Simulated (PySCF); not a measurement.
Isomers of C5H10F3PSi, mass 186.024 u with the commonest isotopes. Computed with PBE0/pcSseg-1 in PySCF (dipole) on a GFN2-xTB geometry, gas phase. One conformer each, none proved a minimum here; rigid rotors.

Question: Order these by rotational constant B, largest first.
A. `C[Si](C)(C)/C=P\C(F)(F)F`
B. `[CH2:1]=[C:2]([CH3:3])[P:4]([SiH3:5])[CH2:6][C:7]([F:8])([F:9])[F:10]` with C1–C2–P4–Si5 97°, C2–P4–C6–C7 -172°
C. `[CH3:1]/[C:2]([SiH3:3])=[P:4]\[CH2:5][CH2:6][C:7]([F:8])([F:9])[F:10]` with C2–P4–C5–C6 -179°, P4–C5–C6–C7 180°

Answer: A (616.6 MHz), B (594.5 MHz), C (322.1 MHz).

Question: Order these by rotational constant A, largest first.
A. `[CH2:1]=[C:2]([CH3:3])[P:4]([SiH3:5])[CH2:6][C:7]([F:8])([F:9])[F:10]` with C1–C2–P4–Si5 97°, C2–P4–C6–C7 -172°
B. `[CH3:1]/[C:2]([SiH3:3])=[P:4]\[CH2:5][CH2:6][C:7]([F:8])([F:9])[F:10]` with C2–P4–C5–C6 -179°, P4–C5–C6–C7 180°
C. `C[Si](C)(C)/C=P\C(F)(F)F`

Answer: B (2760 MHz), C (1556 MHz), A (1518 MHz).

Question: Order these by radius of gyration √(Σ m r²/M), largest first.
A. `[CH3:1]/[C:2]([SiH3:3])=[P:4]\[CH2:5][CH2:6][C:7]([F:8])([F:9])[F:10]` with C2–P4–C5–C6 -179°, P4–C5–C6–C7 180°
B. `[CH2:1]=[C:2]([CH3:3])[P:4]([SiH3:5])[CH2:6][C:7]([F:8])([F:9])[F:10]` with C1–C2–P4–Si5 97°, C2–P4–C6–C7 -172°
C. `P(/C(F)(F)F)=C/[Si](C)(C)C`

Answer: A (3.024 Å), B (2.417 Å), C (2.337 Å).

```
                  SMILES  point group  Ia (u·Å²)  Ib (u·Å²)  Ic (u·Å²)      κ  μa (D)  μb (D)  μc (D)
C[Si](C)(C)/C=P\C(F)(F)F           C1     324.90     819.58     887.36  -0.90    2.38    0.55    0.04
C/C([SiH3])=P\CCC(F)(F)F      near Cs     183.08    1569.16    1649.33  -0.99    1.68    0.58    0.01
C=C(C)P([SiH3])CC(F)(F)F           C1     332.97     850.06     989.78  -0.83    2.54    0.50    1.39
```
